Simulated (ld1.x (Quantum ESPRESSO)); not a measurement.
# Scattering properties, TM potential for lithium (Li)

```
Element                 : lithium
Generator               : ld1.x (Quantum ESPRESSO) 7.5
Type                    : norm-conserving Troullier–Martins (Kleinman–Bylander form)
Functional              : revPBE
Relativity              : non-relativistic
Frozen core             : none
Valence charge          : 3
Reference configuration : 1s2 2s0 2p0 (charge +1)
Partial waves           : 1s (bound): rc 0.50 bohr; 2p (bound, empty): rc 3.75 bohr; 3d channel at 0.2 Ry: rc 3.30 bohr
Local potential         : all-electron potential smoothed inside 3.35 bohr (lloc = -1)
Core correction         : none
```

The phase is arctan(r·u′/u) with u = r·R(r), unwrapped; energies in Ry, scanned from -6 to 5 Ry. A pole is an energy at which the radial function vanishes at the test radius. The pseudo phase is shifted by a multiple of π to meet the all-electron one at the reference energy, and phase errors are pseudo minus all-electron; the curves can meet again beyond the range given. Levels narrower than the energy grid can be missing from the lists of poles.

For each channel, where are the poles, and over which energies does the pseudopotential scatter like the atom?

```csv
channel,radius (bohr),reference energy (Ry),"poles, all-electron","poles, pseudo",unbroken range about the reference energy with phases within 0.05 rad,phase error 1 Ry above the reference energy (rad)
s,4.04,-4.45,"-0.21, 2.30","-0.03, 2.69",below -0.9,+0.000
p,4.04,-0.36,"-0.09, 1.99","-0.08, 2.27",below 0.5,+0.133
d,4.04,0.20,"1.03, 3.78","1.03, 3.90",below 2.0,+0.002
```

Phases in the p channel:

| E (Ry) | all-electron | pseudo |
| --- | --- | --- |
| -6.00 | 1.466 | 1.466 |
| -5.48 | 1.461 | 1.461 |
| -4.96 | 1.455 | 1.455 |
| -4.44 | 1.448 | 1.448 |
| -3.92 | 1.439 | 1.439 |
| -3.40 | 1.428 | 1.428 |
| -2.88 | 1.414 | 1.414 |
| -2.36 | 1.394 | 1.394 |
| -1.84 | 1.364 | 1.364 |
| -1.32 | 1.309 | 1.310 |
| -0.80 | 1.149 | 1.150 |
| -0.28 | -1.213 | -1.212 |
| 0.24 | -1.800 | -1.787 |
| 0.76 | -2.878 | -2.554 |
| 1.28 | -4.484 | -4.389 |
| 1.80 | -4.675 | -4.628 |
| 2.32 | -4.772 | -4.720 |
| 2.84 | -4.894 | -4.792 |
| 3.36 | -5.480 | -4.897 |
| 3.88 | -7.538 | -5.315 |
| 4.40 | -7.746 | -7.421 |
| 4.92 | -7.817 | -7.711 |
